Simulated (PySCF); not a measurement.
## The 17-electron isoelectronic series, spin-free X2C

Calculated with PySCF 2.14 from differences of total energies of unrestricted determinants, without spin-orbit coupling. Each ion has its own even-tempered basis scaled to its charge (18s12p4d4f for the first); frozen: 1s2. Ionisation energies in eV, correlation energies of the ion in mhartree.

```csv
ion,configuration,UHF,LDA,PBE,PBE0,r2SCAN,MP2 (outer shells),CCSD (outer shells),E_corr MP2,E_corr CCSD(T),"NIST (with spin-orbit, Breit and QED)"
Pr(42+),[Ne] 3s2 3p5 (2P),3355.6,3357.7,3358.2,3358.1,3358.5,3356.7,3356.6,-616.3,-629.4,3319 ± 4 (t)
Nd(43+),[Ne] 3s2 3p5 (2P),3504.6,3506.7,3507.2,3507.1,3507.5,3505.7,3505.6,-618.1,-631.0,3465 ± 4 (t)
Pm(44+),[Ne] 3s2 3p5 (2P),3657.1,3659.2,3659.7,3659.6,3660.0,3658.2,3658.1,-619.7,-632.5,3613 ± 4 (t)
Sm(45+),[Ne] 3s2 3p5 (2P),3812.9,3815.0,3815.6,3815.4,3815.8,3814.0,3813.9,-622.2,-634.8,3766 ± 4 (t)
Eu(46+),[Ne] 3s2 3p5 (2P),3972.2,3974.3,3974.9,3974.8,3975.2,3973.3,3973.3,-624.5,-637.0,3921 ± 4 (t)
Gd(47+),[Ne] 3s2 3p5 (2P),4134.9,4137.0,4137.6,4137.5,4137.9,4136.0,4136.0,-627.5,-639.9,4080 ± 4 (t)
Tb(48+),[Ne] 3s2 3p5 (2P),4301.1,4303.1,4303.8,4303.7,4304.1,4302.2,4302.2,-629.9,-642.3,4242 ± 4 (t)
Dy(49+),[Ne] 3s2 3p5 (2P),4470.8,4472.8,4473.5,4473.4,4473.8,4471.9,4471.9,-633.3,-645.7,4407 ± 4 (t)
Ho(50+),[Ne] 3s2 3p5 (2P),4644.0,4645.9,4646.7,4646.5,4647.0,4645.1,4645.1,-636.8,-649.1,4576 ± 4 (t)
Er(51+),[Ne] 3s2 3p5 (2P),4820.7,4822.6,4823.4,4823.3,4823.7,4821.8,4821.8,-640.0,-652.4,4748 ± 4 (t)
```

Each ion has its own basis, which adds noise of up to about 0.1 % along the series.

NIST values marked (s) are semi-empirical, (t) theoretical. Open shells are high-spin determinants of the terms that Hund's rules give.

Spin-orbit coupling of the open shells is absent from the calculated values and included in NIST's; it grows fast with Z.
